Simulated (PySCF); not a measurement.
# Substituent chemical shifts

Parent skeleton `[CH3:1][N:2]1[CH2:3][CH2:4][SiH2:5][S:6][SiH2:7]1`; one hydrogen on atom 7 is replaced by X. Hydrogens on one atom are averaged.

Fast rotation and ring inversion assumed for equivalent nuclei, relativity neglected, in vacuum, one conformer. NMR shieldings at PBE0/pcSseg-1/GIAO; geometry from GFN2-xTB; PySCF 2.14.

References, each an isolated molecule treated in the same way: TMS for 13C (σ = 186.93 ppm), 29Si (σ = 349.16 ppm), 1H (σ = 31.72 ppm); 15N (σ = 267.73 ppm) against NH3; CS2 for 33S (σ = 503.73 ppm).

Parent (X = H): C1 42.9, N2 35.2, C3 53.8, C4 15.9, Si5 -32.4, S6 -278.8, Si7 -28.9, H(C1) 2.68, H(C3) 3.16 ppm. Effects are Δδ = δ(X) − δ(H), positive for deshielding.

Task: Give Δδ (ppm) for X = CH3, CN, NH2, C2H5, N=CH2, ethynyl, NHCH3.

Result: 
```tsv
X	SMILES	C1	N2	C3	C4	Si5	S6	Si7	H(C1)	H(C3)
CH3	CN1CC[SiH2]S[Si@@H]1C	-6.9	-7.4	-5.4	-3.1	+2.6	-23.8	+18.4	-0.18	+0.01
CN	CN1CC[SiH2]S[Si@@H]1C#N	-4.6	+5.8	-3.4	-7.5	+2.3	+39.2	-10.8	+0.07	+0.36
NH2	CN1CC[SiH2]S[Si@@H]1N	-6.6	+9.3	-7.7	-7.8	-0.3	-20.1	+5.0	-0.03	+0.09
C2H5	CC[Si@H]1S[SiH2]CCN1C	-6.7	+2.2	-1.5	-8.5	+1.0	+11.6	+23.9	-0.05	+0.13
N=CH2	C=N[Si@@H]1S[SiH2]CCN1C	-6.1	+4.8	-5.2	-2.4	+1.7	-28.5	+0.3	+0.19	+0.01
ethynyl	C#C[Si@@H]1S[SiH2]CCN1C	-6.4	-6.1	-6.9	-3.0	+1.7	-10.5	-12.7	-0.04	+0.03
NHCH3	CN[Si@H]1S[SiH2]CCN1C	-9.5	+0.3	-8.2	-7.8	+1.6	-14.1	+5.2	+0.00	-0.10
```

Task: Which position responds most, and to which substituents?

Result: S6: from -28.5 ppm with N=CH2 to +39.2 ppm with CN.

Experimental scales use liquid or dissolved standards, which lie at an offset from isolated NH3 (liquid NH3: subtract about 20 ppm).
